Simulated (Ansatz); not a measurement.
CH$_{8}$O$_{4}$Si$_{2}$, SMILES `O[SiH2]C[Si](O)(O)O` at its PBE0-D4/def2-TZVP geometry, where that method's forces vanish. Total charge 0; spin multiplicity 1.

```xyz
15

O     1.7511    0.9550    1.5650
Si    0.6341    1.7249    0.6417
C    -0.8663    0.6346    0.3873
Si   -0.4461   -0.9560   -0.4504
O    -1.6075   -2.1054   -0.4512
O    -0.0800   -0.7235   -2.0334
O     0.8237   -1.5438    0.4232
H     1.7852    0.0030    1.4058
H     0.2987    2.9977    1.3247
H     1.1764    2.0531   -0.7155
H    -1.6100    1.1710   -0.2120
H    -1.3153    0.4229    1.3635
H    -2.1187   -2.1963   -1.2566
H     0.4911    0.0151   -2.2521
H     1.0837   -2.4524    0.2600
```

Task: What forces (eV/Å) does B3LYP-D4/def2-TZVPP give on these atoms in Ansatz 0.2.0? (Estimate.)

Result: Computed: 
```
O1   0.063 -0.090  0.034
Si2 -0.019  0.317 -0.067
C3  -0.114  0.036  0.033
Si4 -0.078  0.023  0.053
O5  -0.109 -0.086 -0.016
O6   0.059  0.052 -0.113
O7   0.104 -0.074  0.051
H8   0.054 -0.013  0.048
H9   0.024 -0.074 -0.046
H10 -0.031 -0.018  0.082
H11  0.028 -0.031  0.051
H12  0.008  0.022 -0.065
H13 -0.051 -0.047 -0.007
H14  0.017  0.011 -0.068
H15  0.044 -0.027  0.030
```

B3LYP here is the variant with VWN-RPA as its local correlation; programs differ in this.
